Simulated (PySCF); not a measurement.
# Rh⁺: ionisation energy

Rh⁺ [Kr] 4d8 (3F) → Rh²⁺ [Kr] 4d7 (4F), as a difference of total energies. All numbers are calculated (PySCF 2.14, a scalar-relativistic core potential, in cc-pVTZ-PP with ECP28MDF). Correlated levels: valence: 4s2 4p6 frozen. The calculations carry no spin-orbit coupling.

| method | ionisation energy (eV) |
| --- | --- |
| UHF | 16.108 |
| PBE | 18.365 |
| PBE0 | 18.084 |
| MP2 (valence) | 17.785 |
| SCS-MP2 (valence) | 17.804 |

Task: How much does correlation contribute at MP2 (valence)?

Result: 17.785 − (16.108) = 1.677 eV, measured against UHF.

The reference lies between the lowest fine-structure levels, while these numbers refer to the centres of the terms.

Errors of the correlated levels include the incompleteness of this basis and the frozen core.

For comparison: 18.08 eV (semi-empirical (NIST evaluation); NIST Atomic Spectra Database, ionization energies).
